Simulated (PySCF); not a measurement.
C2H6BNO.

```xyz
11

B      0.2023     0.4119     0.1744
C     -0.6466    -0.4334    -0.8362
C     -0.8322    -1.7565    -0.7013
H     -1.1178     0.0632    -1.6978
H     -1.4268    -2.3473    -1.4084
H     -0.3840    -2.2986     0.1399
O      0.7782    -0.2516     1.2343
H      1.2850     0.3222     1.8192
N      0.3532     1.8063    -0.0217
H      0.8820     2.4245     0.5812
H     -0.0749     2.2848    -0.8036
```
Charge 0, spin multiplicity 1.

Geometry optimised at r2SCAN-D4/def2-SVP. This is a generated structure with no PubChem entry under its InChIKey; it may be hypothetical. One conformer was computed; it need not be the lowest.

Method: PySCF with B3LYP/pcSseg-1. Non-relativistic, no solvent.

### Question
Give the absolute GIAO shielding of each atom: isotropic value and principal components (ppm). (The exact figures need the calculation; the answer reports its results.)

### Answer

| atom | σ(iso) | σ11 | σ22 | σ33 | span |
|---|---|---|---|---|---|
| B1 | 71.3 | 46.8 | 69.4 | 97.8 | 51.0 |
| C2 | 37.7 | -85.7 | 37.0 | 161.9 | 247.6 |
| C3 | 35.8 | -95.3 | 42.6 | 159.9 | 255.2 |
| H4 | 25.6 | 22.7 | 25.1 | 29.0 | 6.3 |
| H5 | 25.3 | 22.2 | 25.0 | 28.6 | 6.4 |
| H6 | 24.9 | 21.6 | 23.9 | 29.2 | 7.6 |
| O7 | 237.1 | 158.7 | 258.1 | 294.6 | 135.9 |
| H8 | 28.8 | 22.9 | 25.8 | 37.7 | 14.8 |
| N9 | 190.1 | 140.8 | 188.1 | 241.3 | 100.5 |
| H10 | 29.5 | 24.2 | 26.5 | 37.7 | 13.4 |
| H11 | 29.0 | 23.3 | 26.9 | 36.9 | 13.6 |
